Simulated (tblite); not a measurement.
Run record: tight-binding relaxation, `C=Nc1cccc([S])c1` [radical].

Computed with GFN2-xTB geometry optimisation, gas phase (tblite 0.8.0). Start geometry: from a force field or distance geometry. The command runs a driver script over a list of jobs; the input below is this job's line of settings and its coordinates in Å.

Command:
```bash
OMP_NUM_THREADS=1 python probes_run.py task.json out
```

Input:
```
{"job": {"kind": "relax", "xc": "GFN2-xTB", "basis": "xTB"}, "charge": 0, "multiplicity": 2}
C     -2.530900    -0.599700     1.018100
N     -2.136000     0.061600    -0.025200
C     -0.723800     0.125800    -0.176900
C     -0.133600     1.395700    -0.288600
C      1.250600     1.503900    -0.418000
C      2.042500     0.359500    -0.476500
C      1.455800    -0.893900    -0.395900
S      2.488200    -2.371600    -0.433400
C      0.076300    -1.019000    -0.262200
H     -1.870100    -1.070000     1.760900
H     -3.623000    -0.701300     1.201700
H     -0.754800     2.275400    -0.237500
H      1.708300     2.485600    -0.488000
H      3.129300     0.449300    -0.581400
H     -0.383300    -1.993300    -0.219100
```

Output:
```
step      E/eV     max force
  0    -656.64014    3.052
  1    -656.76424    2.176
  2    -656.81713    0.556
  3    -656.83457    0.311
  4    -656.84347    0.301
  5    -656.84739    0.227
  6    -656.85050    0.156
  7    -656.85256    0.130
  8    -656.85477    0.145
  9    -656.85652    0.131
... (35 lines left out)
 45    -656.88658    0.016
 46    -656.88661    0.016
 47    -656.88665    0.017
 48    -656.88668    0.023
 49    -656.88671    0.018
 50    -656.88674    0.012
 51    -656.88675    0.010
 52    -656.88677    0.012
 53    -656.88679    0.011
 54    -656.88680    0.009
```

«max force» is the largest atomic force in eV/Å.

Task: From which step on does the largest force stay under 0.1 eV/Å, and how much energy is left to gain from there?

Result: From step 20 (0.084 eV/Å), 9.6 meV above the end.

Main results: energy lowered by 5.7 kcal/mol over 54 steps; largest atomic force 0.009 eV/Å at the end.

Task: Give the final coordinates.

Result: 0.142 Å rms from the input after alignment:
```
atom  x, y, z in Å
C1    -2.6155   -0.6311    0.9828
N2    -2.0384    0.0554    0.1075
C3    -0.6693    0.1314   -0.0497
C4    -0.0888    1.3939   -0.2267
C5     1.2711    1.5058   -0.4577
C6     2.0632    0.3790   -0.5500
C7     1.4888   -0.8904   -0.3987
S8     2.4671   -2.3022   -0.5103
C9     0.1215   -1.0073   -0.1410
H10   -2.1038   -1.1911    1.7702
H11   -3.6957   -0.6585    0.9796
H12   -0.7171    2.2685   -0.1637
H13    1.7145    2.4832   -0.5770
H14    3.1212    0.4574   -0.7462
H15   -0.3233   -1.9863   -0.0413
```

On one thread of an Arm Neoverse V2, on a shared host, this took 0.32 s of wall time.
Labels such as C1 count atoms from 1, the log's own numbers from 0.
